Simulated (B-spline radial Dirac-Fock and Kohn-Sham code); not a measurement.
# X-ray form factors of rhenium in several charge states

Model: relativistic Hartree-Fock (Dirac-Fock) wave functions, averaged over the configuration. Program: an atomic code on a B-spline grid.

Configurations: Re [Xe] 4f14 5d5 6s2; Re²⁺ [Xe] 4f14 5d5; Re⁴⁺ [Xe] 4f14 5d3; Re⁷⁺ [Xe] 4f14; Re⁸⁺ [Kr] 4d10 4f14 5s2 5p5; Re⁹⁺ [Kr] 4d10 4f14 5s2 5p4. The first column is f₀ of Re, the others are differences from it.

```
s (Å⁻¹)      Re  Δ Re²⁺  Δ Re⁴⁺  Δ Re⁷⁺  Δ Re⁸⁺  Δ Re⁹⁺
      0  75.000  -2.000  -4.000  -7.000  -8.000  -9.000
    0.1  70.785  -0.653  -2.025  -4.378  -5.248  -6.126
    0.2  63.345  +0.215  -0.163  -1.212  -1.769  -2.348
    0.3  56.251  +0.095  +0.188  +0.111  -0.114  -0.366
    0.4  49.910  -0.040  +0.109  +0.382  +0.383  +0.367
    0.5  44.404  -0.053  +0.028  +0.268  +0.364  +0.456
    0.7  35.572  +0.004  -0.011  -0.013  +0.051  +0.123
    0.9  28.863  +0.015  -0.005  -0.058  -0.061  -0.061
    1.1  23.818  +0.003  -0.001  -0.023  -0.044  -0.068
    1.4  18.862  -0.004  -0.001  +0.005  -0.005  -0.015
```

Values without a named source are computed, but for edge energies of neutral atoms, which are taken from tables.
